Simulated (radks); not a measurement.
Values are calculated unless marked as measured or tabulated.
Charge is removed step by step from the 2p down level of the erbium ion Er39+, starting from [He] 2s2 2p(up 3, down 3) 3s2 3p6 3d10 4s1. Code: a radial shooting solver on a logarithmic mesh with Libxc functionals. Model: scalar-relativistic Kohn-Sham, PBEsol, spin-polarised, spherical densities, finite nucleus; open shells are filled with parallel spins first (spin-orbit coupling, left out, can overturn this in heavy ions); Fermi nuclear charge, rms radius 5.2516 fm.

[
 {"removed (e)": "0", "E - E(0) (eV)": "0.000", "eigenvalue (eV)": "-10259.6", "E minus straight line (eV)": "0.000"},
 {"removed (e)": "0.1", "E - E(0) (eV)": "1026.1", "eigenvalue (eV)": "-10285.5", "E minus straight line (eV)": "-11.670"},
 {"removed (e)": "0.2", "E - E(0) (eV)": "2054.7", "eigenvalue (eV)": "-10311.5", "E minus straight line (eV)": "-20.748"},
 {"removed (e)": "0.3", "E - E(0) (eV)": "3086.0", "eigenvalue (eV)": "-10337.4", "E minus straight line (eV)": "-27.233"},
 {"removed (e)": "0.4", "E - E(0) (eV)": "4119.8", "eigenvalue (eV)": "-10363.3", "E minus straight line (eV)": "-31.125"},
 {"removed (e)": "0.5", "E - E(0) (eV)": "5156.3", "eigenvalue (eV)": "-10389.2", "E minus straight line (eV)": "-32.424"},
 {"removed (e)": "0.6", "E - E(0) (eV)": "6195.3", "eigenvalue (eV)": "-10415.2", "E minus straight line (eV)": "-31.128"},
 {"removed (e)": "0.7", "E - E(0) (eV)": "7237.0", "eigenvalue (eV)": "-10441.1", "E minus straight line (eV)": "-27.238"},
 {"removed (e)": "0.8", "E - E(0) (eV)": "8281.2", "eigenvalue (eV)": "-10467.1", "E minus straight line (eV)": "-20.753"},
 {"removed (e)": "0.9", "E - E(0) (eV)": "9328.0", "eigenvalue (eV)": "-10493.0", "E minus straight line (eV)": "-11.674"},
 {"removed (e)": "1", "E - E(0) (eV)": "10377.4", "eigenvalue (eV)": "-10518.9", "E minus straight line (eV)": "0.000"}
]

Removing the whole electron costs 10377.4 eV by Delta-SCF, against 10259.6 eV from minus the eigenvalue at the starting occupation. Slater's transition state (half an electron removed) gives 10389.2 eV. Integrating minus the eigenvalue over the occupation (Janak's theorem) gives 10389.3 eV. In this scalar-relativistic scheme the density is built from large components alone, so the theorem holds only approximately. The mean slope of the eigenvalue, de/dn, is 259 eV per electron.
